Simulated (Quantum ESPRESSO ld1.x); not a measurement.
Values are calculated unless marked as measured or tabulated.
Neutral cadmium, 48 electrons, occupied as [Kr] 4d6 5s2 5p4 (not the ground configuration). Code: ld1.x of Quantum ESPRESSO 7.5. Model: Dirac Kohn-Sham, PW91, spin-unpolarised, spherical densities, point nucleus; open shells fill j = l - 1/2 first.

Spin-orbit splittings of the eigenvalues, e(l+1/2) - e(l-1/2), with zeta = 2 splitting/(2l+1) and mean radii in bohr:

\begin{tabular}{lrrrrr}
shell & occ. & splitting (eV) & zeta (eV) & <r> j=l-1/2 & <r> j=l+1/2 \\ \hline
2p & 6 & 192.5 & 128.3 & 0.1112 & 0.1164 \\
3p & 6 & 34.42 & 22.95 & 0.3493 & 0.3603 \\
3d & 10 & 7.002 & 2.801 & 0.3323 & 0.3358 \\
4p & 6 & 6.226 & 4.150 & 0.9126 & 0.9396 \\
4d & 6 & 0.8914 & 0.3566 & 1.117 & 1.129 \\
5p & 4 & 0.5925 & 0.3950 & 2.800 & 2.913 \\
\end{tabular}
